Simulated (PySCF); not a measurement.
A side-by-side comparison of computed properties.

First species: C4H3Cl3.
InChI=1S/C4H3Cl3/c1-2-3-4(5,6)7/h1H,3H2

Second species: C₄H₈NP.
Numbering: `[CH:1]#[C:2][CH2:3][P:4]([CH3:5])[NH2:6]` (hydrogens: H7 on C1; H8, H9 on C3; H10, H11, H12 on C5; H13, H14 on N6)

Levels: CAM-B3LYP/def2-SVPD for dipole moment, HOMO energy, LUMO energy, HOMO–LUMO gap, static isotropic polarisability and electronic spatial extent ⟨r²⟩ about the centre of nuclear charge; TDDFT CAM-B3LYP/def2-SVPD for lowest singlet excitation; TDA CAM-B3LYP/def2-SVPD for lowest triplet excitation (Tamm–Dancoff); GFN2-xTB for rotational constant A and rotational constant C. Geometries: GFN2-xTB. Each structure is a single optimised conformer of the isolated species, non-relativistic unless stated. Electronic properties by PySCF.

The conformers computed, where there is a choice (atom-mapped SMILES and torsion angles):
- `[CH:1]#[C:2][CH2:3][C:4]([Cl:5])([Cl:6])[Cl:7]`: C2–C3–C4–Cl5 180°
- `[CH:1]#[C:2][CH2:3][P:4]([CH3:5])[NH2:6]`: C2–C3–P4–C5 -172°, H–N6–P4–C3 65°, H–N6–P4–C3 -177°

Values for the first species:

| Property | Result |
| --- | --- |
| Dipole moment | 1.61 D |
| HOMO energy | -9.68 eV |
| LUMO energy | 0.17 eV |
| HOMO–LUMO gap | 9.85 eV |
| Lowest singlet excitation | 6.39 eV |
| Lowest triplet excitation (Tamm–Dancoff) | 5.41 eV |
| Static isotropic polarisability | 85.7 au |
| Electronic spatial extent ⟨r²⟩ about the centre of nuclear charge | 1218 bohr² |
| Rotational constant A | 1.954 GHz |
| Rotational constant C | 1.054 GHz |

Problem. Estimate the same properties for the second species, and the change in each.

Solution. 
| property | first | second | second less first |
| --- | --- | --- | --- |
| dipole moment | 1.61 D | 0.80 D | -0.81 D |
| HOMO energy | -9.68 eV | -7.44 eV | +2.24 eV |
| LUMO energy | 0.17 eV | 1.33 eV | +1.16 eV |
| HOMO–LUMO gap | 9.85 eV | 8.77 eV | -1.08 eV |
| lowest singlet excitation | 6.39 eV | 5.53 eV | -0.86 eV |
| lowest triplet excitation (Tamm–Dancoff) | 5.41 eV | 4.63 eV | -0.78 eV |
| static isotropic polarisability | 85.7 au | 81.7 au | -4.0 au |
| electronic spatial extent ⟨r²⟩ about the centre of nuclear charge | 1218 bohr² | 829 bohr² | -389 bohr² |
| rotational constant A | 1.954 GHz | 6.045 GHz | +4.091 GHz |
| rotational constant C | 1.054 GHz | 1.517 GHz | +0.463 GHz |

On the first: The dipole equals about 5.4 × 10⁻³⁰ C·m (1 D = 3.33564 × 10⁻³⁰ C·m).

On the second: S1 lies 3.24 eV below the HOMO–LUMO gap; its leading configuration is HOMO→LUMO, weight 0.71. The 8 singlets span 5.53 to 7.11 eV, and their oscillator strengths add up to 0.23.
